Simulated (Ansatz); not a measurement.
Ansatz (a quantum-chemistry and plane-wave program) input:
A basis named .json is the Basis Set Exchange file of that set.

Ansatz 0.2 input:
```yaml
crystal:
  periodic: [false, false, false]
  atoms:
    - {symbol: Si, position_ang: [0.35397185, -0.19609196, -0.04027398]}
    - {symbol: C, position_ang: [-1.11287934, -0.92829987, -0.95271794]}
    - {symbol: O, position_ang: [-0.08918613, -0.18847530, 1.55140301]}
    - {symbol: O, position_ang: [0.62911321, 1.39046493, -0.46024757]}
    - {symbol: H, position_ang: [-0.92740196, -0.96878892, -2.02670168]}
    - {symbol: H, position_ang: [-1.99063626, -0.30225445, -0.76879018]}
    - {symbol: H, position_ang: [-1.32079849, -1.93808744, -0.59693360]}
    - {symbol: H, position_ang: [0.43277014, 0.35152095, 2.15172083]}
    - {symbol: H, position_ang: [1.20831996, 1.55677965, -1.20839556]}
basis:
  gaussian:
    orbitals: cc-pV_T+d_Z.json
magnetization: {spin_polarized: true, initial_magnetization: 1}
correlation: {method: ccsd_t, electrons: outside_noble_gas}
```

Predict the final energy.

-480.42070 Eh (CCSD(T)/cc-pV(T+d)Z). The basis has 199 functions.

It need not be the lowest isomer of its formula.
